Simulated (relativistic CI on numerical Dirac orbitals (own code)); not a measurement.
## What each ingredient does to the levels of Kr²⁷⁺

Base calculation: Dirac-Coulomb-Breit CI, orbitals from a KLI potential per configuration, a model potential for QED, unscaled Slater integrals.

Configuration list (outside the closed core 1s2): 2s2 2p5, 2s 2p6, 2p6 3s, 2p6 3p, 2p6 3d, 2s2 2p4 3s, 2s2 2p4 3p, 2s2 2p4 3d, 2s 2p5 3s, 2s 2p5 3p, 2s 2p5 3d, 2s2 2p4 4s, 2s2 2p4 4p, 2s2 2p4 4d, 2s2 2p4 4f, 2s 2p5 4s, 2s 2p5 4p, 2s 2p5 4d, 2s 2p5 4f, 2s2 2p3 3s2, 2s2 2p4 5s, 2s2 2p4 5p, 2s2 2p3 3s 3p, 2s2 2p4 5d, 2s2 2p4 5f, 2s2 2p4 5g, 2s2 2p3 3p2, 2s2 2p3 3s 3d, 2s2 2p3 3p 3d, 2s 2p4 3s2, 2s2 2p3 3d2, 2s 2p4 3s 3p, 2s 2p5 5s, 2s 2p5 5p, 2s 2p4 3p2, 2s 2p4 3s 3d. Levels of other configurations are missing.

Variants: (1) Breit term removed; (2) non-relativistic limit. Shifts of the energy above 2s2 2p5 2P°_3/2, in eV, for the lowest level and the first level of each name with at least 55 % of one term (blank where a level changes its place among those of its configuration and J or its character, or is not in the variant):

| Level | Base | Δ(1) | Δ(2) |
| --- | --- | --- | --- |
| 2s2 2p5 2P°_3/2 | 0.00 | 0.00 | 0.00 |
| 2s2 2p5 2P°_1/2 | 55.34 | +1.06 | -55.33 |
| 2s 2p6 2S_1/2 | 237.58 | -0.27 | -63.77 |
| 2s2 2p4 3s 4P_5/2 | 1717.99 | +1.77 | +13.70 |
| 2s2 2p4 3s 2P_3/2 | 1722.94 | +1.69 |  |
| 2s2 2p4 3s 4P_3/2 | 1770.89 | +2.39 |  |
| 2s2 2p4 3s 2P_1/2 | 1774.84 | +2.38 | -35.58 |
| 2s2 2p4 3p 2P°_1/2 | 1780.43 | +1.44 |  |
| 2s2 2p4 3p 4D°_7/2 | 1782.71 | +1.81 | -2.12 |
| 2s2 2p4 3s 2D_5/2 | 1784.33 | +3.13 | -31.65 |
| 2s2 2p4 3s 2D_3/2 | 1785.94 | +3.06 | -33.26 |
| 2s2 2p4 3p 4P°_1/2 | 1818.63 | +2.05 |  |
| 2s2 2p4 3p 2F°_5/2 | 1833.70 |  |  |
| 2s2 2p4 3d 4D_5/2 | 1842.03 | +1.87 | -8.15 |

At this charge energies of transitions that change n are usually good to better than 1 %, and those within a shell (Δn = 0) to a few per cent.

Ionisation energy from the two ground configurations alone: base 3067.68 eV; Breit term removed 3069.89 eV. The NIST ASD value (semi-empirical) is 3072 eV.

LS names give the leading component of a level, which can be under half, so a name can repeat, a term be missing and a line seem to break the LS rules.
